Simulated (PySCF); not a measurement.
# Assignment exercise: C$_{3}$H$_{5}$FO$_{2}$Si$_{2}$

Atom-mapped SMILES (the numbers label the heavy atoms): `[O:1]=[C:2]1[O:3][SiH2:4][CH:5]=[C:6]1[SiH2:7][F:8]`; H(Xn) means a hydrogen on atom n.

Calculated, not measured (PySCF 2.14.0 with density-fitted response routines): structure optimised with GFN2-xTB, NMR shieldings at PBE0/pcSseg-1/GIAO. One computed conformer, non-relativistic, rapidly exchanging positions averaged, no solvent.

Chemical shifts δ = σref − σ; ¹³C and ¹H vs TMS, all at this level.

(1) Assign these signals to the numbered atoms. ¹³C{¹H} NMR (computed): δ 176.0 (C), 169.2 (CH), 162.1 (C).

(2) Assign these signals to the numbered atoms. ¹H NMR (300 MHz, computed): δ 8.11 (m, 1H), 5.51 (m, 2H), 5.28 (m, 2H).

## Answers

(1) 
176.0 → C2, carbonyl carbon
169.2 → C5, β carbon of a C=C–C=O unit: conjugation with the carbonyl draws π density from the β position
162.1 → C6, α carbon of a C=C–C=O unit: an sp2 carbon of a C=C bond

(2) 
| δ (ppm) | atoms | environment | reason |
| --- | --- | --- | --- |
| 8.11 | H(C5) | hydrogen on a β carbon of a C=C–C=O unit | – |
| 5.51 | H(Si7) | hydrogen on a silicon bonded to C, F | – |
| 5.28 | H(Si4) | hydrogen on a silicon bonded to C, O, in a 5-membered ring | – |

Splittings by ¹⁹F in the carbon and heteronuclear signals aren't shown, as no couplings were computed. Shifts are as computed. Against solution values, carbons near 30 ppm lie about +3 ppm off and those near 130 ppm about +5 ppm. Of 1211 compounds with measured shifts, 218 miss one by over three times the rms of a fit or turn the order of signals round; such compounds aren't used in these exercises. Multiplicities follow the n + 1 count of equivalent neighbours, as no J values were calculated; m marks all less simple cases, F and P coupling included.
